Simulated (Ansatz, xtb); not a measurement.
**Two isomers of C2H11FSi3**

Structure X: `C[SiH2][C@@H]([SiH3])[SiH2]F`, a singlet. Structure Y: `F[SiH](C[SiH3])C[SiH3]`, a singlet. Both are isolated molecules in the gas phase, relaxed with PBE-D3(BJ)/def2-SVP, each in the lowest conformer that the search found.

Question: Which of the two would you expect CCSD(T)/def2-SVP + ΔMP2/def2-TZVPP electronic energies to favour?

Answer: Too close to call at this level: CCSD(T)/def2-SVP + ΔMP2/def2-TZVPP gives E(Y) − E(X) = +0.75 kJ/mol.

The same difference at several levels:

```
                             level             geometry  E(Y) − E(X) (kJ/mol)  departure from the last row (kJ/mol)  job, with rough time for the two
               PBE-D3(BJ)/def2-SVP  PBE-D3(BJ)/def2-SVP                   −0.83                                 −1.58                optimisation, 88 s
                       HF/def2-SVP  PBE-D3(BJ)/def2-SVP                   −3.77                                 −4.52           part of the CCSD(T) run
                      MP2/def2-SVP  PBE-D3(BJ)/def2-SVP                   +3.59                                 +2.83           part of the CCSD(T) run
                  CCSD(T)/def2-SVP  PBE-D3(BJ)/def2-SVP                   +2.32                                 +1.56                      single point
CCSD(T)/def2-SVP + ΔMP2/def2-TZVPP  PBE-D3(BJ)/def2-SVP                   +0.75                                                     single point, 2 min
```

As drawn, both hold the same kinds of bond in the same numbers. Structure X has 1 methyl group, Y 0.

The largest departure from CCSD(T)/def2-SVP + ΔMP2/def2-TZVPP is that of HF/def2-SVP, 4.52 kJ/mol. Levels run at GFN2-xTB geometries aren't shown. The last row adds to CCSD(T) the change of the MP2 difference between the two basis sets, here −1.56 kJ/mol.

With thermal terms from frequencies at re-optimised GFN2-xTB minima (ideal gas, soft modes damped towards free rotors, one conformer each, 298.15 K, 1 atm): the zero-point term adds −0.39 kJ/mol; ΔH is +0.03 and ΔG −0.11 kJ/mol.

The correlated steps freeze 18 core orbitals. Mirror images aren't counted in ΔG. Codes used: Ansatz 0.2.0, xtb 6.7.1; the last row on 2 threads of Intel(R) Xeon(R) Processor @ 2.70GHz on a shared host.
